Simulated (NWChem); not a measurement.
# CH₂AlNO₃; SMILES O=C=[N][Al]([OH])[OH]

```xyz
8

Al    -0.0035     0.9222     0.0000
N      0.0357    -0.8556     0.0000
C      0.0092    -2.0671     0.0000
O     -0.0060    -3.2498     0.0000
O     -1.5347     1.6727     0.0000
H     -1.6195     2.6388     0.0000
O      1.4221     1.8637     0.0000
H      2.3090     1.4721     0.0000
```
Atoms are numbered in this order, from 1.

All runs: NWChem. Medium grid unless said otherwise, to which SCAN and Minnesota functionals are sensitive. Geometry: optimised at PBE-D3(BJ)/def2-SVP. B3LYP is NWChem's, with the RPA form of VWN correlation. Total energies of different functionals are on different scales.

```tsv
level	energy (Ha)	highest occupied level (eV)	orbital gap (eV)	dipole (D)
B3LYP/def2-SVP	-562.0349	-8.20	7.46	2.73
PBE/def2-SVP	-561.5414	(withheld)	(withheld)	2.68
PBE0/def2-SVP	-561.5559	-8.54	8.10	2.74
PW91/def2-SVP	-561.9010	-7.07	5.68	2.68
LC-wPBE (HJS exchange hole, range parameter 0.4 per bohr)/def2-SVP	-561.6816	-11.24	13.03	2.74
M06-L/def2-SVP	-561.9830	-7.40	6.84	2.75
LRC-wPBEh/def2-SVP	-561.5932	-10.38	11.60	2.75
```

Task: Some entries are withheld; supply them.

Result: 
- PBE/def2-SVP, highest occupied level (eV): -7.01
- PBE/def2-SVP, orbital gap (eV): 5.74
